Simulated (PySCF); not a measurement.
Species: cyclo-(F2SnNH)2.
Bonds: Sn1–F2, Sn1–F3, Sn1–N4, Sn1–N8, N4–Sn5, Sn5–F6, Sn5–F7, Sn5–N8. Hydrogens: H9 on N4; H10 on N8.

Computed with PBE0-D3(BJ)/def2-SVP geometry optimisation, gas phase, def2 core potentials past Kr in PySCF 2.14.0.

List the bond lengths, angles and torsions at this level.

```json
{"bond": "Sn1–F2 and 3 like bonds", "length (Å)": "1.920"}
{"bond": "Sn1–N4 and 3 like bonds", "length (Å)": "2.015"}
{"bond": "N4–H9, N8–H10", "length (Å)": "1.013"}
```

Bonds in one row agree within 0.01 Å and their mean is given. A selection of angles:
```json
{"angle": "F2–Sn1–F3", "degrees": "100.8"}
{"angle": "F2–Sn1–N4", "degrees": "118.1"}
{"angle": "N4–Sn1–N8", "degrees": "83.6"}
{"angle": "Sn1–N4–Sn5", "degrees": "96.4"}
{"angle": "N4–Sn5–F7", "degrees": "118.8"}
{"angle": "H9–N4–Sn1", "degrees": "131.8"}
{"angle": "H9–N4–Sn5", "degrees": "131.8"}
{"angle": "H10–N8–Sn1", "degrees": "131.8"}
{"angle": "H10–N8–Sn5", "degrees": "131.8"}
```

Torsions: F2–Sn1–N4–Sn5 119° (anticlinal); F2–Sn1–N8–Sn5 -118° (anticlinal); Sn1–N4–Sn5–F6 119° (anticlinal); N4–Sn5–N8–Sn1 0° (synperiplanar).

All 4 F–Sn bonds measure 1.920 Å. Sn1 (tin bonded to 2 F and 2 N) has angles from 83.6° to 118.5°. All 4 N–Sn bonds measure 2.015 to 2.016 Å. N4 (nitrogen bonded to 2 Sn and H) is planar (angles 131.8°, 131.8° and 96.4°, sum 359.9°, 0.02 Å off the plane of its three neighbours).

Point group: D2h (every atom within 0.08 Å of its image). Stationary, but not proved a minimum. The numbers are those of one conformer.
